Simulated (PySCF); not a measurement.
Part of a log for `[SiH3][GeH2][GeH3]`: ground state, then the species with a core hole.

Theory: delta-SCF UKS SCAN, pcX-2 on the ionised atom, pcseg-1 elsewhere, spin-free X2C (PySCF). Atoms in this output count from 0. The cycles run on a coarse integration grid; for E(ground) and E(ion) the exchange–correlation energy is redone on a finer one, so they differ from the last cycle, and only they enter the binding energy.

Coordinates (Å, GFN2-xTB):
```
Si     1.965479     0.768657    -0.010133
Ge     0.231278    -0.809921    -0.104093
Ge    -2.034340    -0.087605     0.085520
H      3.265712     0.113867    -0.149522
H      1.812133     1.743653    -1.091049
H      1.927076     1.481163     1.268224
H      0.402631    -1.899031     0.935995
H      0.293966    -1.645364    -1.367609
H     -2.455273     0.890333    -0.975272
H     -2.342631     0.628123     1.370848
H     -3.060605    -1.181204     0.011127
```

```
ground state, core basis on atom 0 (Si), 154 functions
  cycle   1  E = -4482.85357802  |g| = 1.91e-01
  cycle   2  E = -4482.85721514  |g| = 1.27e-01
  cycle   3  E = -4482.86160551  |g| = 4.48e-02
  cycle   4  E = -4482.86237958  |g| = 5.75e-03
  cycle   5  E = -4482.86238896  |g| = 1.71e-03
  cycle   6  E = -4482.86239016  |g| = 3.29e-04
  E(ground) = -4483.11316531 Eh
hole in Si 1s of atom 0
  cycle   1  E = -4413.93235323  |g| = 4.35e+00
  cycle   2  E = -4413.92350066  |g| = 2.15e+00
  cycle   3  E = -4414.54848665  |g| = 7.62e-01
  cycle   4  E = -4414.94204850  |g| = 2.81e-01
  cycle   5  E = -4415.00086896  |g| = 6.15e-02
  cycle   6  E = -4415.00302066  |g| = 2.58e-02
  cycle   7  E = -4415.00345171  |g| = 5.81e-03
  cycle   8  E = -4415.00346687  |g| = 2.46e-03
  cycle   9  E = -4415.00346931  |g| = 3.69e-04
  E(ion) = -4415.26202428 Eh   <S^2> = 0.7523   hole on atom = 1.000
```

What is the Si 1s binding energy of atom 0?

(-4415.262024 − (-4483.113165)) Eh × 27.2114 eV/Eh = 1846.32 eV, for the SiH3 silicon.

Isolated species at its GFN2-xTB geometry, gas phase.

On one thread of an Arm Neoverse V2, shared host, this took 8.9 s of wall time.
Labels such as C1 count atoms from 1, the log's own numbers from 0.
